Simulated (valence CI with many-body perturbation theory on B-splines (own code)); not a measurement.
## Level structure of Ru³⁹⁺

Calculated by valence CI with perturbative core correlation (CI+MBPT): three valence electrons over a frozen Dirac-Fock core [He], radial functions for each j: 11 s, 11 p, 10 d, 8 f, 5 g, 2 h, with the one-electron correlation potential Σ1 (screened to all orders), the two-electron term Σ2, the three-electron term Σ3, Breit, model QED; selected single and double excitations, second order for the rest, scaled by the run's own slope (own B-spline code, finite nucleus).

No measured spectrum was set against this ion. As an estimate, large intervals hold to a few tenths of a per cent, small ones and those within an open d or f shell to about a per cent.

Levels 91 to 135 of 203, with energies above the lowest level, (2s^2 2p1/2) J=1/2. "Leading %" is the weight of the configuration and term that name the level; weights of strongly mixed levels are sums over their largest components and can fall short, so below about 35 % the name and the second component can differ from the true leading terms, or belong to a minority configuration. In the jj column 3d3/2^4 stands for four electrons in 3d with j = 3/2. Lifetimes count E1, E2, E3, M1 and M2 decay at the calculated energies, and are blank where another channel may lead or the interval is too uncertain; long ones can be off by a factor of two.

```
No.  Configuration  Term    J  E (eV)  Leading %  Lifetime   Second component                Leading jj
 91         2p2.3p   2P°  1/2  3769.2         84   19.4 fs     8 % 2p2.3p 4D°  2p1/2 2p3/2 3p3/2 (97 %)
 92         2p2.3d    4F  7/2  3772.0         66    232 fs     21 % 2p2.3d 2G  2p1/2 2p3/2 3d5/2 (57 %)
 93         2p2.3d    2F  7/2  3775.2         41    549 fs     40 % 2p2.3d 4D  2p1/2 2p3/2 3d5/2 (51 %)
 94         2p2.3d    4P  5/2  3779.9         41   6.04 fs     35 % 2p2.3d 2F  2p1/2 2p3/2 3d5/2 (57 %)
 95         2p2.3d    4D  3/2  3782.1         40   9.88 fs     28 % 2p2.3d 2D  2p1/2 2p3/2 3d5/2 (73 %)
 96         2p2.3d    2G  9/2  3786.1         56   2.51 ps     44 % 2p2.3d 4F  2p1/2 2p3/2 3d5/2 (99 %)
 97         2p2.3d    4D  5/2  3789.7         39   5.51 fs     31 % 2p2.3d 2D  2p1/2 2p3/2 3d5/2 (56 %)
 98         2p2.3d    4P  3/2  3790.7         46   4.16 fs     29 % 2p2.3d 2P  2p1/2 2p3/2 3d3/2 (74 %)
 99         2p2.3d    4P  1/2  3793.0         44   4.33 fs     29 % 2p2.3d 2S  2p1/2 2p3/2 3d3/2 (96 %)
100         2p2.3d    2D  5/2  3797.8         50   3.65 fs     18 % 2p2.3d 2F  2p1/2 2p3/2 3d5/2 (67 %)
101         2p2.3d    2F  7/2  3802.8         58   4.09 fs     25 % 2p2.3d 2G  2p1/2 2p3/2 3d5/2 (90 %)
102         2p2.3d    2D  3/2  3805.2         63   5.82 fs     24 % 2p2.3d 2P  2p1/2 2p3/2 3d5/2 (96 %)
103         2p2.3d    2P  1/2  3807.9         69   4.94 fs     25 % 2p2.3d 2S  2p1/2 2p3/2 3d5/2 (94 %)
104         2p2.3s    4P  5/2  3812.8         48   47.3 fs     36 % 2p2.3s 2D         2p3/2^2 3s (83 %)
105         2p2.3s    2P  3/2  3817.4         51   32.0 fs     37 % 2p2.3s 2D         2p3/2^2 3s (96 %)
106         2p2.3p   2P°  3/2  3853.3         27   15.9 fs    22 % 2p2.3p 4S°      2p3/2^2 3p1/2 (98 %)
107         2p2.3s    2S  1/2  3853.5         73   57.5 fs     15 % 2p2.3s 4P         2p3/2^2 3s (96 %)
108         2p2.3p   2D°  5/2  3856.2         47   15.2 fs    24 % 2p2.3p 2F°      2p3/2^2 3p1/2 (97 %)
109         2p2.3p   2P°  1/2  3884.1         58   17.5 fs    31 % 2p2.3p 2S°      2p3/2^2 3p3/2 (78 %)
110         2p2.3p   2D°  5/2  3885.4         53   19.1 fs    34 % 2p2.3p 4P°      2p3/2^2 3p3/2 (99 %)
111         2p2.3p   4D°  7/2  3886.1         57   20.9 fs    42 % 2p2.3p 2F°      2p3/2^2 3p3/2 (99 %)
112         2p2.3p   2P°  1/2  3897.8         85   15.7 fs     7 % 2p2.3p 4P°      2p3/2^2 3p1/2 (78 %)
113         2p2.3p   2P°  3/2  3914.5         63   18.0 fs    16 % 2p2.3p 2D°      2p3/2^2 3p3/2 (99 %)
114         2p2.3d    2D  3/2  3926.8         40   6.00 fs     21 % 2p2.3d 4P      2p3/2^2 3d3/2 (98 %)
115         2p2.3d    2D  5/2  3927.2         28   6.01 fs     27 % 2p2.3d 4D      2p3/2^2 3d3/2 (88 %)
116         2p2.3d    2F  7/2  3927.7         46   45.6 fs     41 % 2p2.3d 4D      2p3/2^2 3d5/2 (92 %)
117         2p2.3d    2P  1/2  3928.1         66   8.81 fs     20 % 2p2.3d 4P      2p3/2^2 3d3/2 (69 %)
118         2p2.3d    4F  9/2  3929.4         56   2.06 ps     43 % 2p2.3d 2G      2p3/2^2 3d5/2 (99 %)
119         2p2.3d    2F  7/2  3930.8         51   5.87 fs     36 % 2p2.3d 2G      2p3/2^2 3d3/2 (92 %)
120         2p2.3p   2P°  3/2  3933.7         71   18.2 fs    11 % 2p2.3p 2D°      2p3/2^2 3p3/2 (98 %)
121         2p2.3d    2S  1/2  3942.4         45   5.58 fs     31 % 2p2.3d 4P      2p3/2^2 3d5/2 (68 %)
122         2p2.3d    2P  3/2  3950.7         56   4.74 fs     16 % 2p2.3d 4P      2p3/2^2 3d5/2 (88 %)
123         2p2.3d    2D  5/2  3953.9         63   4.56 fs     24 % 2p2.3d 2F      2p3/2^2 3d5/2 (90 %)
124         2p2.3d    2D  3/2  3973.1         84   4.54 fs      6 % 2p2.3d 4F      2p3/2^2 3d3/2 (88 %)
125         2p2.3d    2D  5/2  3978.8         71   6.25 fs     11 % 2p2.3d 2F      2p3/2^2 3d5/2 (96 %)
126         2s2.4s    2S  1/2  4435.4         97   58.6 fs                               2s^2 4s (97 %)
127         2s2.4p   2P°  1/2  4453.0         97   98.4 fs                            2s^2 4p1/2 (97 %)
128         2s2.4p   2P°  3/2  4470.7         97    111 fs                            2s^2 4p3/2 (97 %)
129         2s2.4d    2D  3/2  4484.4         97   12.2 fs                            2s^2 4d3/2 (97 %)
130         2s2.4d    2D  5/2  4489.7         97   12.8 fs                            2s^2 4d5/2 (97 %)
131         2s2.4f   2F°  5/2  4497.7         97   27.1 fs                            2s^2 4f5/2 (97 %)
132         2s2.4f   2F°  7/2  4500.1         97   27.4 fs                            2s^2 4f7/2 (97 %)
133       2s.2p.4s   4P°  1/2  4516.9         78   64.0 fs  21 % 2s.2p.4s 2P°       2s 2p1/2 4s (100 %)
134       2s.2p.4s   4P°  3/2  4532.3         69   58.4 fs  30 % 2s.2p.4s 2P°        2s 2p1/2 4s (96 %)
135       2s.2p.4p    4D  1/2  4532.7         67   49.3 fs   21 % 2s.2p.4p 2P    2s 2p1/2 4p1/2 (100 %)
```
